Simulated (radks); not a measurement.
Q: Rb4+, 33 electrons, occupied as [Ar] 3d10 4s2 4p2.75 4d0.25 (fractional occupations, a model configuration). Calculated with a radial shooting solver on a logarithmic mesh with Libxc functionals: Dirac Kohn-Sham, PBE, spin-unpolarised, spherical densities, finite nucleus; open shells fill j = l - 1/2 first; Fermi nuclear charge, rms radius 4.2036 fm.

Spin-orbit splittings of the eigenvalues, e(l+1/2) - e(l-1/2), with zeta = 2 splitting/(2l+1) and mean radii in bohr:

shell  occ.  splitting (eV)  zeta (eV)  <r> j=l-1/2  <r> j=l+1/2
2p        6           60.81      40.54       0.1522       0.1563
3p        6           9.157      6.104       0.5108       0.5212
3d       10           1.561     0.6244       0.5203       0.5240
4p     2.75           1.185     0.7903        1.498        1.522
4d     0.25               ?          ?        1.978        1.986
4f        0        0.001865  0.0005329        3.222        3.222
5p        0          0.3040     0.2027        3.312        3.349

Estimate the 4d splitting.

A: 0.1339 eV (zeta = 0.05356 eV).
